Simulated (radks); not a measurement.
Sr35+, configuration [He] 7d1 (not the ground configuration).

Method: scalar-relativistic Kohn-Sham, r2SCAN, spin-polarised, spherical densities, finite nucleus; open shells are filled with parallel spins first (spin-orbit coupling, left out, can overturn this in heavy ions); meta-GGA in the generalised Kohn-Sham scheme; Fermi nuclear charge, rms radius 4.224 fm; computed with a radial shooting solver on a logarithmic mesh with Libxc functionals.

Energy parts (hartree):
total: -1461.89654
kinetic: 1520.31173
electron-nucleus: -3007.83565
Hartree: 50.13118
exchange-correlation: -24.50380

Orbitals (lengths in bohr, moments of r in powers of bohr; r(90%) holds 90 % of the orbital's charge):
orbital  occ.  eigenvalue (hartree)       <r^4>  r(90%)
1s down     1             -703.4797  0.00001052  0.0694
1s up       1             -703.4786  0.00001052  0.0694
7d up       1             -13.09764       24.03    2.67

The highest occupied level is 7d up at -356.41 eV. The spin density at the nucleus is 0.2688 e/bohr^3 (1s 0.2688). Summed over all electrons, <r^2> = 4.291 bohr^2, which gives a Langevin (diamagnetic) susceptibility term of -3.4 x 10^-6 cm^3/mol. The electron density at the nucleus is 5.561e+04 e/bohr^3 (large components only). Spin moment in Bohr magnetons: 1.
